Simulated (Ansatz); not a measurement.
I$_{4}$Ti, singlet, geometry from GFN2-xTB (such geometries of metal compounds can be far from the true shape) (all electrons, no relativity); Ansatz (an electronic-structure program) with BHLYP/STO-3G.

Input for Ansatz:
Ansatz 0.2 input:
```yaml
crystal:
  periodic: [false, false, false]
  atoms:
    - {symbol: Ti, position_ang: [-0.00000000, 0.00000000, -0.00000000]}
    - {symbol: I, position_ang: [2.09524070, -0.59546698, -1.49603154]}
    - {symbol: I, position_ang: [0.78783176, 0.44202976, 2.48327520]}
    - {symbol: I, position_ang: [-1.17364265, 2.16819622, -0.95090116]}
    - {symbol: I, position_ang: [-1.70942982, -2.01475900, -0.03634250]}
basis:
  gaussian:
    orbitals: STO-3G
hamiltonian:
  xc: {name: BHLYP}
```

Output, abridged:

```
Functional definition: BHLYP
1397 factors; integrals over basis functions are off by at most 4.6e-5 eV
mean field evaluation 1: about -768799.2129 eV, gradient 4.4e1 eV
mean field evaluation 2: about -768616.3279 eV, gradient 2.6e2 eV
mean field evaluation 4: about -768809.1587 eV, gradient 2.5e0 eV
mean field evaluation 8: about -768809.1843 eV, gradient 5.8e-2 eV
mean field -768809.18434599 eV, -28253.2164071332 hartree, gradient 2.2e-5 eV, S^2 0.000000; 0 other end points of the search recorded, 0 dependent functions left out
reference -768809.18449596 eV, -28253.2164126445 hartree; 117, 117 occupied and 9, 9 virtual orbitals, 1397 factors
Total energy: -768809.18449596 eV, -28253.2164126445 hartree
```
